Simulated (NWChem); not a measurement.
Species: Si$_{2}$H$_{5}$OF; SMILES [SiH3][Si@@H](F)O

```xyz
9

O     -1.3969    -1.1047     0.3629
Si     0.0127    -0.5593    -0.3097
F      1.2849    -1.2688     0.4215
Si     0.1009     1.7415     0.0905
H     -1.6475    -2.0209     0.2071
H      0.1144    -0.9557    -1.7459
H     -1.0338     2.4191    -0.6078
H      1.3876     2.2950    -0.4311
H      0.0108     2.0065     1.5576
```
Atoms are numbered in this order, from 1.

Level: PBE0/def2-SVP (NWChem), optimised geometry, unscaled harmonic frequencies. 

```json
[
 {"frequency (cm⁻¹)": "93", "IR intensity (km/mol)": "0.1"},
 {"frequency (cm⁻¹)": "136", "IR intensity (km/mol)": "1.9"},
 {"frequency (cm⁻¹)": "193", "IR intensity (km/mol)": "10.1"},
 {"frequency (cm⁻¹)": "252", "IR intensity (km/mol)": "52.3"},
 {"frequency (cm⁻¹)": "341", "IR intensity (km/mol)": "102.3"},
 {"frequency (cm⁻¹)": "427", "IR intensity (km/mol)": "1.2"},
 {"frequency (cm⁻¹)": "516", "IR intensity (km/mol)": "35.1"},
 {"frequency (cm⁻¹)": "529", "IR intensity (km/mol)": "37.9"},
 {"frequency (cm⁻¹)": "735", "IR intensity (km/mol)": "199.3"},
 {"frequency (cm⁻¹)": "824", "IR intensity (km/mol)": "63.9"},
 {"frequency (cm⁻¹)": "846", "IR intensity (km/mol)": "314.1"},
 {"frequency (cm⁻¹)": "852", "IR intensity (km/mol)": "32.4"},
 {"frequency (cm⁻¹)": "914", "IR intensity (km/mol)": "41.5"},
 {"frequency (cm⁻¹)": "927", "IR intensity (km/mol)": "43.6"},
 {"frequency (cm⁻¹)": "933", "IR intensity (km/mol)": "59.6"},
 {"frequency (cm⁻¹)": "967", "IR intensity (km/mol)": "154.3"},
 {"frequency (cm⁻¹)": "2225", "IR intensity (km/mol)": "107.6"},
 {"frequency (cm⁻¹)": "2235", "IR intensity (km/mol)": "48.1"},
 {"frequency (cm⁻¹)": "2238", "IR intensity (km/mol)": "85.0"},
 {"frequency (cm⁻¹)": "2245", "IR intensity (km/mol)": "120.6"},
 {"frequency (cm⁻¹)": "3919", "IR intensity (km/mol)": "120.5"}
]
```

| Item | Value |
|---|---|
| zero-point energy | 31.9 kcal/mol |
| thermal correction to the enthalpy at 298.15 K (with zero-point energy) | 36.8 kcal/mol |
| heat capacity Cv | 23.2 cal/(mol K) |
| entropy at 298.15 K and 1 atm (symmetry number 1) | 81.0 cal/(mol K) |
| dipole moment | 1.56 D |

Rigid rotor and harmonic oscillator; modes under 100 cm⁻¹ make the entropy uncertain.
